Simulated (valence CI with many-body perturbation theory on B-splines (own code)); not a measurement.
Values are calculated unless marked as measured or tabulated.
# A CI+MBPT run for Co XIV

Level of theory: configuration interaction combined with many-body perturbation theory (CI+MBPT): four valence electrons over a frozen Dirac-Fock core [Ne], radial functions for each j: 6 s, 6 p, 5 d, 3 f, 1 g, with the one-electron correlation potential Σ1 (screened to all orders), the two-electron term Σ2, the three-electron term Σ3, Breit, model QED; selected single and double excitations, second order for the rest, scaled by the run's own slope (own B-spline code, finite nucleus).

Command, and the settings that its task file holds:

```sh
python run_cv.py task.json out
```

```
atom Co  Z=27  mass_number=59  rms_radius_fm=3.7875
core [Ne]
valence 3s2 3p2
avg = 1
basis = S
breit = 1
cap = 10000
capref = 1200
cscale = 1
de = 0.0
dress = 0
eps = 2e-08
extrap = 1
h = 0.27
hh = 0
l2 = 3
lcore = 6
maxit = 60
n2 = 5
natural = 1
nlev = 20
nno = [3, 3, 3, 2, 1]
nroot = 26
nsp = [3, 3, 2, 1, 0]
pt2 = 1
qed = 1
rpa = 1
s1 = 1
s2 = 1
s3 = 1
screen = 1
tol = 2e-05
whole = 1
```

It took 18 s on 1 thread of AMD EPYC 7R43 64-Core Processor (Zen 3) (shared host).

Log. The first blocks belong to the next ion, which gives the ionisation energy. Fields: 2J, parity (1 odd), roots, reference size, generating configurations, candidates as configurations/state functions, variational space P, stored matrix elements, Davidson steps; e2 is the range of second-order energies in hartree. The first line gives the box (bohr), its intervals, the orbitals and the steps of their self-consistent field. Window is the range of levels sought, series limit the energy at which the first omitted orbital would enter, core excitation an estimate of the first excitation out of the core, left out the lowest levels not solved, and shifts from estimates the range by which levels moved from their first estimate, all in cm⁻¹.

```
rmax 6.0 intervals 61 orbitals 36 references ['3s2 3p2', '3s 3p3', '3s2 3p 3d', '3p4', '3s 3p2 3d'] scf 6 t 1.0
2J=1 par=1 roots 2 ref 34 generators 7 cand 671/966 P 699/1000 nnz 0 it 0
2J=1 par=1 roots 2 ref 34 generators 13 cand 524/803 P 1223/1803 nnz 0 it 5
   second order: generators 28 cand 1587/2322 e2 -0.00001 -0.00000
2J=3 par=1 roots 2 ref 54 generators 9 cand 510/946 P 545/1000 nnz 0 it 0
2J=3 par=1 roots 2 ref 54 generators 18 cand 757/1670 P 1302/2670 nnz 1.1e+06 it 5
   second order: generators 36 cand 2028/4083 e2 -0.00001 -0.00000
reference levels 428, estimated 50, window 536566 1/cm; series limit 2373108, core excitation 6429656
2J=0 par=0 roots 3 ref 29 generators 13 cand 479/921 P 2189/3466 nnz 9.9e+05 it 4
2J=0 par=0 roots 3 ref 29 generators 20 cand 518/985 P 2707/4451 nnz 1.6e+06 it 5
   second order: generators 31 cand 4926/9899 e2 -0.00002 -0.00001
2J=2 par=0 roots 2 ref 52 generators 10 cand 346/1008 P 1215/3559 nnz 1.6e+06 it 5
2J=2 par=0 roots 2 ref 52 generators 13 cand 1312/5725 P 2527/9284 nnz 7.8e+06 it 7
   second order: generators 23 cand 4171/18691 e2 -0.00004 -0.00002
2J=4 par=0 roots 3 ref 73 generators 14 cand 336/995 P 1133/3562 nnz 1.6e+06 it 5
2J=4 par=0 roots 3 ref 73 generators 24 cand 1274/6350 P 2407/9912 nnz 9e+06 it 10
   second order: generators 34 cand 5532/38427 e2 -0.00014 -0.00004
2J=4 par=1 roots 8 ref 45 generators 19 cand 234/955 P 1028/3491 nnz 1.5e+06 it 7
2J=4 par=1 roots 8 ref 45 generators 31 cand 1387/6509 P 2415/10000 nnz 9.1e+06 it 11
   second order: generators 50 cand 7519/50871 e2 -0.00024 -0.00003
2J=2 par=1 roots 7 ref 39 generators 18 cand 287/993 P 1250/3523 nnz 1.4e+06 it 9
2J=2 par=1 roots 7 ref 39 generators 30 cand 1571/6433 P 2821/9956 nnz 8.5e+06 it 10
   second order: generators 52 cand 7053/34234 e2 -0.00010 -0.00002
2J=6 par=1 roots 4 ref 36 generators 16 cand 216/953 P 1043/3486 nnz 1.5e+06 it 8
2J=6 par=1 roots 4 ref 36 generators 26 cand 1320/6513 P 2363/9999 nnz 9.5e+06 it 8
   second order: generators 44 cand 7573/58862 e2 -0.00021 -0.00006
2J=0 par=1 roots 2 ref 15 generators 9 cand 563/972 P 2208/3475 nnz 1e+06 it 4
2J=0 par=1 roots 2 ref 15 generators 15 cand 700/1187 P 2908/4662 nnz 1.7e+06 it 5
   second order: generators 23 cand 4578/9330 e2 -0.00002 -0.00001
2J=8 par=1 roots 1 ref 21 generators 6 cand 328/1427 P 1289/5008 nnz 3.1e+06 it 4
2J=8 par=1 roots 1 ref 21 generators 12 cand 958/4048 P 2247/9056 nnz 8.1e+06 it 5
   second order: generators 19 cand 5077/38478 e2 -0.00006 -0.00006
left out: unestimated 784300, estimated 676473, shifts from estimates -6 to 28
operators 0.9
```

The Davidson iterations converged.

No measured levels were compared; by estimate levels of excited configurations hold to 0.05 to 0.15 % of their energy, terms of the ground configuration to about 0.5 %.

| Item | Value |
| --- | --- |
| Valence energy | -70.22812 hartree |
| Ionisation energy | 409.32 eV (NIST: 410 ± 1 eV (semi-empirical)) |
| Reference configurations for the orbitals | 3s2 3p2, 3s 3p3, 3s2 3p 3d, 3p4, 3s 3p2 3d |
| Radial orbitals | 36 |
| Box radius | 6.021 bohr |
| Largest variational space | 10000 |
| Lowest levels | 3s2.3p2 3P_0 0.000, 3s2.3p2 3P_1 1.466, 3s2.3p2 3P_2 2.813, 3s2.3p2 1D_2 6.845, 3s2.3p2 1S_0 12.599, 3s.3p3 5S°_2 28.966, 3s.3p3 3D°_1 38.542, 3s.3p3 3D°_2 38.567, 3s.3p3 3D°_3 39.042, 3s.3p3 3P°_0 44.156, 3s.3p3 3P°_1 44.283, 3s.3p3 3P°_2 44.388, 3s.3p3 1D°_2 48.613, 3s.3p3 3S°_1 55.418 eV |

Names give the largest LS component (configuration and term), which can be under half, so a name can repeat, a term be missing and a line seem to break the LS rules; names also repeat where a configuration has a term twice.
